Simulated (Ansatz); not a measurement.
Start from `[CH3][Mo](=[O])([F])=[S]` and change one atom or group to get `[NH2][Mo](=[O])([F])=[S]`.

Ansatz, PBE0-D4/def2-TZVP geometries, multiplicity 1. Each molecule was computed in one conformer, which needn't be the lowest.

Elements past krypton have def2 core potentials.

```json
{"property": "LUMO energy (PBE/def2-TZVPP) / eV", "`[CH3][Mo](=[O])([F])=[S]`": "-4.07"}
{"property": "ideal-gas entropy at 298 K and 1 bar (rigid rotor, harmonic PBE0-D4/def2-TZVP) / J/(mol·K)", "`[CH3][Mo](=[O])([F])=[S]`": "351"}
{"property": "LUMO energy (B3LYP/def2-TZVPP) / eV", "`[CH3][Mo](=[O])([F])=[S]`": "-3.56"}
{"property": "size of the dipole moment (PBE/def2-TZVPP) / D", "`[CH3][Mo](=[O])([F])=[S]`": "2.19"}
{"property": "size of the dipole moment (B3LYP/def2-TZVPP) / D", "`[CH3][Mo](=[O])([F])=[S]`": "2.29"}
{"property": "HOMO–LUMO gap (PBE/def2-TZVPP) / eV", "`[CH3][Mo](=[O])([F])=[S]`": "2.69"}
```

(1) What does the change do to each property? (Estimate.)

Answers

(1) The calculation gave: 
```tsv
property	`[NH2][Mo](=[O])([F])=[S]`	shift
LUMO energy (PBE/def2-TZVPP) / eV	-3.62	0.45
ideal-gas entropy at 298 K and 1 bar (rigid rotor, harmonic PBE0-D4/def2-TZVP) / J/(mol·K)	342	-9
LUMO energy (B3LYP/def2-TZVPP) / eV	-3.15	0.41
size of the dipole moment (PBE/def2-TZVPP) / D	3.62	1.43
size of the dipole moment (B3LYP/def2-TZVPP) / D	3.67	1.38
HOMO–LUMO gap (PBE/def2-TZVPP) / eV	2.98	0.29
```

With PBE0 the HOMO rises by 0.15 eV and the LUMO rises by 0.40 eV, so the gap widens by about 0.25 eV. PBE moves the HOMO by 0.17 eV and ωB97M-V by 0.15 eV. The zero-point energy changes by -25.5 kJ/mol with -3 modes. Dipoles are sizes alone; their direction can turn.

B3LYP here is the variant with VWN-RPA as its local correlation; programs differ in this.
